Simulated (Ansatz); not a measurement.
`FC(F)(F)Cc1ccccc1` and `Cc1ccccc1` differ in one atom or group.

Ansatz, PBE0-D4/def2-TZVP geometries, multiplicity 1. Each molecule was computed in one conformer, which needn't be the lowest.

```csv
property,`FC(F)(F)Cc1ccccc1`
size of the dipole moment (PBE/def2-TZVPP) / D,2.10
LUMO energy (B3LYP/def2-TZVPP) / eV,-0.72
HOMO–LUMO gap (ωB97M-V/def2-TZVPP) / eV,10.99
LUMO energy (PBE/def2-TZVPP) / eV,-1.42
HOMO energy (B3LYP/def2-TZVPP) / eV,-7.22
HOMO energy (PBE/def2-TZVPP) / eV,-6.43
```

(1) What does the change do to each property? (An estimate is asked.)

## Answers

(1) Ansatz gave: 
```
                                      property  `Cc1ccccc1`  shift
size of the dipole moment (PBE/def2-TZVPP) / D         0.40  -1.70
           LUMO energy (B3LYP/def2-TZVPP) / eV        -0.34   0.38
       HOMO–LUMO gap (ωB97M-V/def2-TZVPP) / eV        10.87  -0.12
             LUMO energy (PBE/def2-TZVPP) / eV        -1.06   0.36
           HOMO energy (B3LYP/def2-TZVPP) / eV        -6.73   0.49
             HOMO energy (PBE/def2-TZVPP) / eV        -5.98   0.45
```

With PBE0 the HOMO rises by 0.48 eV and the LUMO rises by 0.38 eV, so the gap narrows by about 0.10 eV. PBE moves the HOMO by 0.45 eV and ωB97M-V by 0.50 eV. Dipoles are sizes alone; their direction can turn.

B3LYP here is the variant with VWN-RPA as its local correlation; programs differ in this.
